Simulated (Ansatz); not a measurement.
`CO[AsH][SiH3]` + `C#CN` → `C#CN[AsH][SiH3]` + CH₃OH at 298.15 K and 1 bar (ligand exchange at the As–O bond).

Calculated with Ansatz (gas phase, PBE0-D4/def2-TZVP geometries, no zero-point term in ΔE). CCSD(T)/CBS is the MP2 limit (def2-TZVPP, def2-QZVPP) plus CCSD(T) − MP2 in def2-TZVPP, frozen cores. This one scheme is used for every species. For As outer-core shells are correlated without core-valence functions, which leaves a few kJ/mol of doubt a bond. Scalar relativity is left out up to krypton. Each species was taken in one conformer, which may not be the lowest.

```tsv
species	CCSD(T)/CBS energy (Eh)	H − E (kJ/mol)	S (J/(mol·K))
`CO[AsH][SiH3]`	-2641.50192	218.5	366.7
`C#CN`	-132.52893	129.7	253.5
`C#CN[AsH][SiH3]`	-2658.41225	202.4	382.5
CH₃OH	-115.61712	146.3	238.2
```

H − E and S are ideal-gas, rigid-rotor, harmonic terms from PBE0-D4/def2-TZVP, for one conformer and one mirror image of each species. 1 Eh = 2625.50 kJ/mol, R = 8.31446 J/(mol·K).

Task: By hand: ΔE, ΔH, ΔS and ΔG.

Result: ΔE = (-2658.41225) + (-115.61712) − (-2641.50192) − (-132.52893) = 0.00148 Eh = 3.9 kJ/mol. Δ(H − E) = 202.4 + 146.3 − 218.5 − 129.7 = 0.5, so ΔH = 4.4 kJ/mol. ΔS = 382.5 + 238.2 − 366.7 − 253.5 = 0.5 J/(mol·K). ΔG = 4.4 − 298.15 × (0.5)/1000 = 4.3 kJ/mol.

Task: By hand: the equilibrium constant, and the temperature at which ΔG would vanish if ΔH and ΔS stayed fixed.

Result: log₁₀ K = −ΔG/(RT ln 10) = -0.8. ΔG = 0 at ΔH/ΔS = 8800 K, far beyond where these terms or the molecules hold.

The number of gas molecules stays the same, so ΔS is small and ΔH decides. The sign of ΔG lies within the doubt. A doubt of 5 kJ/mol in ΔE shifts log₁₀ K by 0.9 here. Other conformers and mirror images would add mixing entropy, several J/(mol·K) or more a flexible species. Modes under 60 cm⁻¹, often nearly free rotors, make the harmonic entropy too high. These are equilibria of isolated gas molecules and say nothing of rates. Largest T1 diagnostic: 0.013 (customary marks: 0.02 for closed shells, 0.045 for open ones).
